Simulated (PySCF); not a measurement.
Job file and geometry (Å, from GFN2-xTB) of a spin–spin coupling run on SMILES BN(B)C(C)C, C₃H₁₁B₂N, PySCF, B3LYP/pcJ-1 indirect spin-spin coupling, non-relativistic, gas phase; density fitting, a coarse starting grid and PySCF grid level 2 are the driver's defaults:

```
$ OMP_NUM_THREADS=1 python probes_run.py task.json out

{"job": {"kind": "j", "xc": "B3LYP", "basis": "pcJ-1"}, "charge": 0, "multiplicity": 1}
B      1.634603     1.462027    -0.060985
N      0.867765     0.285904    -0.194985
B      1.402493    -0.889219    -0.773561
C     -0.524997     0.294590     0.278248
C     -1.500694     0.053483    -0.874030
C     -0.734809    -0.721162     1.401373
H      2.742634     1.472106    -0.429055
H      1.156095     2.420696     0.417066
H      2.510482    -0.883771    -1.143214
H      0.757073    -1.859992    -0.885921
H     -0.725400     1.291424     0.686744
H     -2.524220     0.174675    -0.526889
H     -1.317912     0.767188    -1.674606
H     -1.386087    -0.950034    -1.273376
H     -0.035947    -0.531723     2.213560
H     -0.580102    -1.734265     1.041305
H     -1.747975    -0.639898     1.788415
```

Q: What does the program print?

A: 
```
coarse grid: 13312 points
cycle   1  E = -225.3674176364  dE =  2.773e-01  |g| = 4.513e-01  |ddm| = 3.021e+00
cycle   2  E = -225.3503919641  dE =  1.703e-02  |g| = 5.315e-01  |ddm| = 7.327e-01
cycle   3  E = -225.4173320934  dE = -6.694e-02  |g| = 9.841e-02  |ddm| = 4.292e-01
cycle   4  E = -225.4189697968  dE = -1.638e-03  |g| = 4.609e-02  |ddm| = 8.445e-02
cycle   5  E = -225.4193963560  dE = -4.266e-04  |g| = 7.284e-03  |ddm| = 2.950e-02
cycle   6  E = -225.4194093466  dE = -1.299e-05  |g| = 1.697e-03  |ddm| = 8.167e-03
cycle   7  E = -225.4194100405  dE = -6.939e-07  |g| = 5.319e-04  |ddm| = 1.768e-03
final grid: 126128 points
cycle   8  E = -225.4649303452  dE = -1.295e-04  |g| = 6.816e-03  |ddm| = 3.688e-02
cycle   9  E = -225.4649213530  dE =  8.992e-06  |g| = 9.144e-03  |ddm| = 1.163e-02
cycle  10  E = -225.4649410827  dE = -1.973e-05  |g| = 1.294e-03  |ddm| = 7.000e-03
cycle  11  E = -225.4649413523  dE = -2.696e-07  |g| = 6.372e-04  |ddm| = 1.108e-03
cycle  12  E = -225.4649414339  dE = -8.165e-08  |g| = 9.482e-05  |ddm| = 4.045e-04
cycle  13  E = -225.4649414361  dE = -2.220e-09  |g| = 1.924e-05  |ddm| = 1.047e-04
cycle  14  E = -225.4649414362  dE = -7.225e-11  |g| = 7.318e-06  |ddm| = 1.628e-05
converged SCF energy = -225.4649414362

Indirect spin-spin couplings (Hz)
  i      j    bonds     total        FC       PSO       DSO        SD
  0 B    1 N    1    -23.431   -26.260     3.128    -0.092    -0.207
  0 B    2 B    2      2.924     2.889     0.021    -0.126     0.139
  0 B    3 C    2      2.227     2.506    -0.225    -0.032    -0.022
  0 B    4 C    3      0.819     0.824     0.084    -0.073    -0.016
  0 B    5 C    3      0.850     0.856     0.084    -0.073    -0.016
  0 B    6 H    1    139.855   140.063    -1.359     0.637     0.514
  0 B    7 H    1    133.912   134.182    -1.406     0.668     0.468
  0 B    8 H    3      5.551     5.687    -0.102    -0.035     0.001
  0 B    9 H    3      6.426     6.535     0.506    -0.589    -0.027
  0 B   10 H    3      5.287     5.622    -0.489     0.200    -0.046
  1 N    2 B    1    -23.352   -26.159     3.093    -0.095    -0.190
  1 N    3 C    1     -6.942    -6.135     0.120    -0.114    -0.813
  1 N    4 C    2     -0.486    -0.663     0.144    -0.010     0.043
  1 N    5 C    2     -0.484    -0.658     0.143    -0.010     0.042
  1 N    6 H    2     -4.250    -4.833     0.527     0.053     0.003
  1 N    7 H    2     -1.234    -1.791     0.516     0.051    -0.010
  1 N    8 H    2     -4.511    -5.096     0.530     0.047     0.009
  1 N    9 H    2     -0.794    -1.325     0.498     0.044    -0.011
  1 N   10 H    2     -0.359    -0.413     0.040     0.003     0.011
  1 N   11 H    3     -5.157    -5.186    -0.121     0.166    -0.015
  1 N   12 H    3     -1.150    -1.149    -0.004    -0.053     0.056
  1 N   13 H    3     -0.739    -0.811     0.062    -0.011     0.021
  1 N   14 H    3     -1.032    -1.031    -0.007    -0.048     0.053
  1 N   15 H    3     -0.850    -0.921     0.064    -0.015     0.022
  1 N   16 H    3     -5.198    -5.228    -0.121     0.166    -0.016
  2 B    3 C    2      1.043     1.184    -0.079    -0.033    -0.030
  2 B    4 C    3      1.631     1.722    -0.067    -0.002    -0.022
  2 B    5 C    3      1.664     1.754    -0.065    -0.002    -0.023
  2 B    6 H    3      5.297     5.437    -0.108    -0.032     0.001
  2 B    7 H    3      5.749     5.833     0.527    -0.594    -0.016
  2 B    8 H    1    141.658   141.914    -1.440     0.662     0.522
  2 B    9 H    1    132.782   133.041    -1.477     0.726     0.492
  2 B   10 H    3      4.503     4.513     0.692    -0.713     0.012
  3 C    4 C    1     36.131    36.527    -0.622     0.225         -
  3 C    5 C    1     36.124    36.527    -0.628     0.225         -
  3 C    6 H    3      9.083     9.132     0.314    -0.362         -
  3 C    7 H    3      9.054     9.121    -0.193     0.127         -
  3 C    8 H    3      7.057     7.102     0.325    -0.371         -
  3 C    9 H    3      4.861     4.863    -0.100     0.098         -
  3 C   10 H    1    144.978   143.766     0.066     1.146         -
  3 C   11 H    2     -0.807    -0.837     0.083    -0.054         -
  3 C   12 H    2     -4.287    -4.242     0.010    -0.056         -
  3 C   13 H    2     -5.348    -5.369     0.074    -0.052         -
  3 C   14 H    2     -4.227    -4.174     0.004    -0.057         -
  3 C   15 H    2     -5.353    -5.377     0.078    -0.053         -
  3 C   16 H    2     -0.859    -0.890     0.082    -0.051         -
  4 C    5 C    2      1.536     1.728    -0.194     0.002         -
  4 C    7 H    4     -0.275    -0.253     0.105    -0.127         -
  4 C    9 H    4      1.292     1.308    -0.145     0.129         -
  4 C   10 H    2     -2.339    -2.263     0.027    -0.102         -
  4 C   11 H    1    130.830   128.994     1.168     0.669         -
  4 C   12 H    1    132.686   130.905     1.094     0.688         -
  4 C   13 H    1    134.505   132.759     1.029     0.717         -
  4 C   14 H    3     10.060    10.107     0.408    -0.455         -
  4 C   15 H    3      3.608     3.631    -0.033     0.009         -
  4 C   16 H    3      1.322     1.320    -0.003     0.005         -
  5 C    7 H    4     -0.269    -0.247     0.109    -0.131         -
  5 C    9 H    4      1.328     1.346    -0.146     0.128         -
  5 C   10 H    2     -2.379    -2.304     0.025    -0.101         -
  5 C   11 H    3      1.145     1.145     0.006    -0.007         -
  5 C   12 H    3      9.963    10.011     0.407    -0.455         -
  5 C   13 H    3      3.861     3.884    -0.042     0.020         -
  5 C   14 H    1    132.668   130.884     1.098     0.686         -
  5 C   15 H    1    134.727   132.985     1.025     0.717         -
  5 C   16 H    1    130.721   128.885     1.167     0.670         -
  6 H    7 H    2     10.537    10.623     1.917    -2.003         -
  6 H    8 H    4      1.294     1.294    -1.060     1.060         -
  6 H    9 H    4      0.859     0.972     1.118    -1.230         -
  6 H   11 H    5      0.154     0.224     1.141    -1.211         -
  6 H   16 H    5      0.161     0.231     1.146    -1.215         -
  7 H    8 H    4      0.991     1.104     1.156    -1.269         -
  7 H    9 H    4      2.278     2.394     1.374    -1.490         -
  7 H   10 H    4     -0.669    -0.787    -2.079     2.197         -
  7 H   11 H    5     -0.188    -0.130     0.641    -0.699         -
  7 H   16 H    5     -0.185    -0.127     0.662    -0.720         -
  8 H    9 H    2      9.110     9.185     1.800    -1.874         -
  8 H   10 H    4      0.423     0.511     1.560    -1.648         -
  8 H   15 H    5     -0.155    -0.101     0.490    -0.545         -
  9 H   10 H    4     -0.342    -0.245     1.691    -1.788         -
  9 H   15 H    5     -0.152    -0.297    -2.086     2.232         -
 10 H   11 H    3      3.626     3.699     0.032    -0.105         -
 10 H   12 H    3      3.605     3.688     0.222    -0.305         -
 10 H   13 H    3     13.830    13.932     2.646    -2.748         -
 10 H   14 H    3      3.921     4.001     0.164    -0.244         -
 10 H   15 H    3     13.743    13.845     2.649    -2.750         -
 10 H   16 H    3      3.342     3.417     0.071    -0.146         -
 11 H   12 H    2    -13.720   -13.825     2.698    -2.594         -
 11 H   13 H    2    -13.715   -13.840     2.647    -2.522         -
 11 H   14 H    4      0.217     0.297     1.471    -1.551         -
 11 H   15 H    4     -0.371    -0.268     0.508    -0.611         -
 11 H   16 H    4      0.266     0.252    -1.187     1.201         -
 12 H   13 H    2    -13.026   -13.147     2.575    -2.455         -
 12 H   14 H    4      3.470     3.530     1.780    -1.841         -
 12 H   15 H    4     -0.342    -0.264     1.494    -1.572         -
 12 H   16 H    4      0.328     0.407     1.491    -1.570         -
 13 H   14 H    4     -0.301    -0.224     1.513    -1.589         -
 13 H   15 H    4     -0.240    -0.276    -1.320     1.355         -
 13 H   16 H    4     -0.372    -0.271     0.417    -0.517         -
 14 H   15 H    2    -12.973   -13.094     2.580    -2.460         -
 14 H   16 H    2    -13.716   -13.821     2.698    -2.594         -
 15 H   16 H    2    -13.703   -13.828     2.646    -2.522         -
```

Size and cost of the density-fitted run: 272 basis functions, 2.1 min wall time on 1 thread of an AMD EPYC, shared host; peak memory 1.1 GiB.
